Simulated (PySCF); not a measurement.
Mo(NH)(F)3(Cl) (ClF3HMoN), SMILES [NH]=[Mo]([F])([F])([F])[Cl], multiplicity 1. Geometry optimised at B3LYP-D3(BJ)/def2-SVP. The multiplicity is an assumed one; no other spin state was optimised. The structure was generated by enumeration; whether it is a known compound was not checked. The def2 effective core potentials stand for the cores of Mo; spin–orbit coupling is left out.

### Question
Give the equilibrium geometry at B3LYP-D3(BJ)/def2-SVP (PySCF confirms it by a frequency run) as Cartesian coordinates in Å, and its point group. (Estimate from the structure and the level; the computed values follow.)

### Answer
point group Cs.
```xyz
7

Mo     0.2369    -0.0453     0.0000
N      0.4796    -1.7112     0.0000
H      0.6060    -2.7229     0.0000
F      0.2067     0.3934     1.8047
F      0.2067     0.3934    -1.8047
F      1.9300     0.7238     0.0000
Cl    -2.0590     0.1769     0.0000
```
Charge 0, spin multiplicity 1.
